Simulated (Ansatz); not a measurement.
```yaml
crystal:
  periodic: [false, false, false]
  atoms:
    - {symbol: Os, position_ang: [0.370511, 1.054332, -0.767323]}
    - {symbol: B, position_ang: [-0.956601, 1.696673, 0.511603]}
    - {symbol: B, position_ang: [-0.491562, -0.728251, -0.942250]}
    - {symbol: B, position_ang: [1.988036, 0.318688, 0.040171]}
    - {symbol: B, position_ang: [-0.622107, -1.499983, 0.498378]}
    - {symbol: B, position_ang: [0.882814, -0.901272, 0.165193]}
    - {symbol: B, position_ang: [-1.171080, 0.059811, 0.494238]}
basis:
  gaussian: {orbitals: def2-SVPD, fitting: {mean_field: def2-universal-jkfit}}
total_charge: -1
magnetization: {spin_polarized: true, initial_magnetization: 1}
hamiltonian: {xc: {name: SVWN5}}
charge: 1
output: {forces: true}
```

```sh
$ ansatz run in.yaml --threads 4 --pin off --events-out ev --progress --plain --max-ram 4787MiB
```

Output, abridged:

```
Error: YAML parse error: error: line 16 column 1: unknown field `charge`, expected one of crystal, accuracy, basis, kpoints, hamiltonian, magnetization, projection, total_charge, correlation, batch, efield, external_charges, scf, relax, neb, saddle, md, ramp, phonons, dielectric, real_time, elastic, magnetic_configurations, gw, evaluate, workflow, output, checkpoint, execution
  --> <input>:16:1
   |
14 | magnetization: {spin_polarized: true, initial_magnetization: 1}
15 | hamiltonian: {xc: {name: SVWN5}}
16 | charge: 1
   | ^ unknown field `charge`, expected one of crystal, accuracy, basis, kpoints, hamiltonian, magnetization, projection, total_charge, correlation, batch, efield, external_charges, scf, relax, neb, saddle, md, ramp, phonons, dielectric, real_time, elastic, magnetic_configurations, gw, evaluate, workflow, output, checkpoint, execution
17 | output: {forces: true}
   |
```

In this input the input holds a key that doesn't belong there (the charge goes under total_charge). The program refused the input.
